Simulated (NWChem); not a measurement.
System: HfO; SMILES [Hf]=[O]

Input file for NWChem:

```
start job
memory heap 200 mb stack 900 mb global 1100 mb
geometry units angstroms noautoz
  Hf     0.000000     0.000000    -0.168398
  O      0.000000     0.000000     1.552698
end
basis spherical
  * library def2-qzvp
end
ecp
  Hf library def2-ecp
end
dft
  xc xcamb88 1.00 lyp 0.81 vwn_5 0.19 hfexch 1.00
  cam 0.33 cam_alpha 0.19 cam_beta 0.46
  iterations 150
  convergence damp 70 ncydp 30 lshift 0.3 ncysh 40
  mulliken
end
task dft gradient
```

Parts of the log:

```
             Northwest Computational Chemistry Package (NWChem) 7.3.0
             --------------------------------------------------------

 ORDER OF PRIMARY AXIS IS BEING SET TO 4
 C4V symmetry detected

                             Geometry "geometry" -> ""
                             -------------------------

 Output coordinates in angstroms (scale by  1.889725989 to convert to a.u.)

  No.       Tag          Charge          X              Y              Z
 ---- ---------------- ---------- -------------- -------------- --------------
    1 Hf                  72.0000     0.00000000     0.00000000    -0.17210960
    2 O                    8.0000     0.00000000     0.00000000     1.54898640

 Effective nuclear repulsion energy (a.u.)     177.0999964115

      Symmetry information
      --------------------

 Group name             C4v
 Group number             18
 Group order               8
 No. of unique centers     2

                                 NWChem DFT Module
                                 -----------------

 Summary of "ao basis" -> "ao basis" (spherical)
 ------------------------------------------------------------------------------
       Tag                 Description            Shells   Functions and Types
 ---------------- ------------------------------  ------  ---------------------
 Hf                        def2-qzvp                20       72   7s5p4d3f1g
 O                         def2-qzvp                17       57   7s4p3d2f1g

      Symmetry analysis of basis
      --------------------------

        a1         39
        a2          2
        b1         14
        b2         14
        e          60

            General Information
            -------------------
          SCF calculation type: DFT
          Wavefunction type:  closed shell.
          No. of atoms     :     2
          No. of electrons :    20
           Alpha electrons :    10
            Beta electrons :    10
          Charge           :     0
          Spin multiplicity:     1
          Use of symmetry is: on ; symmetry adaption is: on
          Maximum number of iterations: 150
          AO basis - number of functions:   129
                     number of shells:    37
          Convergence on energy requested:  1.00D-06
          Convergence on density requested:  1.00D-05
          Convergence on gradient requested:  5.00D-04

              XC Information
              --------------
                     Hartree-Fock (Exact) Exchange  1.000
                   CAM-Becke88 Exchange Functional  1.000
                      VWN V Correlation Functional  0.190 local
              Lee-Yang-Parr Correlation Functional  0.810

           Range-Separation Parameters
           ---------------------------
           Alpha           :  0.19
           Beta            :  0.46
           Gamma           :  0.33
           Short-Range HF  :     F

             Grid Information
             ----------------
          Grid used for XC integration:  medium
          Radial quadrature: Mura-Knowles
          Angular quadrature: Lebedev.
          Tag              B.-S. Rad. Rad. Pts. Rad. Cut. Ang. Pts.
          ---              ---------- --------- --------- ---------
          Hf                  1.55      123           9.0       590
          O                   0.60       49           9.0       434
          Grid pruning is: on
          Number of quadrature shells:   172
          Spatial weights used:  Erf1

      Superposition of Atomic Density Guess
      -------------------------------------

 Sum of atomic energies:        -126.72404258

      Non-variational initial energy
      ------------------------------

 Total energy =    -121.832675
 1-e energy   =    -239.960648
 2-e energy   =      88.611307
 HOMO         =      -0.194416
 LUMO         =       0.039223

      Symmetry analysis of molecular orbitals - initial
      -------------------------------------------------

 !! scf_movecs_sym_adapt:   28 vectors were symmetry contaminated

  Symmetry fudging

 !! scf_movecs_sym_adapt:   28 vectors were symmetry contaminated

  Numbering of irreducible representations:

     1 a1          2 a2          3 b1          4 b2          5 e

  Orbital symmetries:

     1 a1          2 a1          3 a1          4 e           5 e
     6 a1          7 e           8 e           9 a1         10 a1
    11 e          12 e          13 b1         14 b2         15 a1
    16 a1         17 e          18 e          19 a1         20 e

     ---------------------------------------------
      Total Density - Mulliken Population Analysis
     ---------------------------------------------

    Atom       Charge   Shell Charges
 -----------   ------   -------------------------------------------------------
    1 Hf  12    10.57  -0.02 -0.33  1.38  0.92  0.26  1.01  0.67  2.18  2.95  0.83  0.06  0.02  0.07  0.25  0.21  0.04  0.01  0.03  0.01  0.01
    2 O    8     9.43   1.08  0.01  0.68  0.21  0.51  1.07  0.37  1.47  1.89  1.71  0.43  0.00  0.00  0.02  0.00  0.00  0.00

[...]

                         DFT ENERGY GRADIENTS

    atom               coordinates                        gradient
                 x          y          z           x          y          z
   1 Hf      0.000000   0.000000  -0.325240    0.000000   0.000000   0.000546
   2 O       0.000000   0.000000   2.927160    0.000000   0.000000  -0.000546
```

Level: CAM-B3LYP/def2-QZVP with def2 effective core potentials on Hf. The geometry was optimised at PBE0-D3(BJ)/def2-TZVP. def2 effective core potentials on Hf; no spin-orbit coupling.
